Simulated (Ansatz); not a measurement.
Reaction (formal exchange of groups at a C–C bond): `C[C](=O)[InH2]` + `C=C([SiH3])[SiH3]` → `CC=C([SiH3])[SiH3]` + `O=[CH][InH2]`

Program: Ansatz. Geometries: PBE0-D4/def2-TZVP. ΔE: electronic, gas phase. CCSD(T)/CBS adds triple-zeta CCSD(T) − MP2 to the extrapolated MP2 energy (def2 sets, frozen cores). DFT in def2-TZVPP. B3LYP here is the variant with VWN-RPA as its local correlation; programs differ in this. Elements past krypton have def2 core potentials. For In outer-core shells are correlated without core-valence functions, which leaves a few kJ/mol of doubt a bond.

`C[C](=O)[InH2]`:

Cartesian coordinates in Å:
```
C 0.195 -1.211 -0.854
C -0.074 -0.457 0.413
O -0.275 -1.019 1.465
In -0.170 1.736 0.677
H 0.178 -2.290 -0.682
H -0.554 -0.935 -1.603
H 1.168 -0.907 -1.252
H -1.709 2.513 0.620
H 1.241 2.571 1.215
```

`C=C([SiH3])[SiH3]`:

Cartesian coordinates in Å:
```
C 0.745 0.415 -1.406
C 0.139 0.077 -0.263
Si 0.831 0.693 1.357
Si -1.382 -1.000 -0.315
H 0.382 0.082 -2.377
H 1.636 1.041 -1.430
H 1.198 -0.451 2.235
H -0.185 1.506 2.080
H 2.036 1.525 1.095
H -1.706 -1.329 -1.730
H -2.538 -0.300 0.309
H -1.156 -2.258 0.447
```

`CC=C([SiH3])[SiH3]`:

```xyz
15

C     0.543    1.106    1.801
C    -0.471    0.644    0.815
C    -0.253   -0.124   -0.262
Si    1.447   -0.760   -0.707
Si   -1.685   -0.582   -1.357
H     0.559    2.200    1.850
H     1.551    0.760    1.566
H     0.286    0.755    2.806
H    -1.488    0.985    1.024
H     1.346   -1.538   -1.971
H     1.995   -1.656    0.349
H     2.418    0.349   -0.918
H    -1.469   -0.091   -2.746
H    -1.841   -2.061   -1.433
H    -2.937    0.015   -0.816
```

`O=[CH][InH2]`:

Z-matrix (Å, degrees):
```
C
In 1 2.215
O 1 1.205 2 115.5
H 1 1.118 2 125.6 3 -180.0
H 2 1.724 1 118.8 3 -86.3
H 2 1.724 1 118.8 3 86.2
```

```csv
level,ΔE (kJ/mol)
B3LYP-D4,28.5
MP2/def2-QZVPP,29.6
```

Problem. What does CCSD(T)/CBS give? (Best estimate.)

Solution. Ansatz gave: +30.1 kJ/mol. The listed levels differ from it by -1.6, -0.5 kJ/mol.

Largest T1 diagnostic among the species: 0.018.
